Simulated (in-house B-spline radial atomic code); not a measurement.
A radial electron density 4πr²n(r) was computed for an atom or ion in its tabulated ground configuration with a B-spline radial code for spherical atoms; method: Dirac-Hartree-Fock, average of configuration. Columns: r (bohr), 4πr²n(r) (electrons per bohr), bar.

```
 0.00143    1.869 #
 0.00173    2.611 ##
 0.00209    3.619 ##
 0.00253        5 ###
 0.00306    6.842 ####
  0.0037    9.268 ######
 0.00447    12.39 ########
 0.00541    16.38 ##########
 0.00655    21.29 ##############
 0.00792    27.05 #################
 0.00959    33.59 #####################
  0.0116    40.44 ##########################
   0.014    46.92 ##############################
   0.017    52.43 ##################################
  0.0205    55.72 ####################################
  0.0249    56.34 ####################################
  0.0301     54.3 ###################################
  0.0364     50.8 #################################
   0.044    48.12 ###############################
  0.0533    48.79 ###############################
  0.0644    54.01 ###################################
   0.078    62.25 ########################################
  0.0943    68.75 ############################################
   0.114    68.61 ############################################
   0.138    60.53 #######################################
   0.167    49.62 ################################
   0.202    44.04 ############################
   0.245    47.32 ##############################
   0.296     53.3 ##################################
   0.358    52.17 #################################
   0.433    40.55 ##########################
   0.524    25.05 ################
   0.634    14.51 #########
   0.767    10.77 #######
   0.928    9.331 ######
    1.12     6.64 ####
    1.36    3.187 ##
    1.64    1.008 #
    1.99   0.1808 
    2.41  0.01773 
    2.91 0.0008823 
    3.52 1.797e-05
```

(1) Which atom or ion is it?
A. Ag11+
B. Tc10+
C. Ru10+
D. Rh10+

## Answers

(1) C. The area under the curve, ∫4πr²n dr = ∫r·4πr²n d(ln r) on this logarithmic grid, is 34 electrons, which only this option has. The configuration is [Ar] 3d10 4s2 4p4.
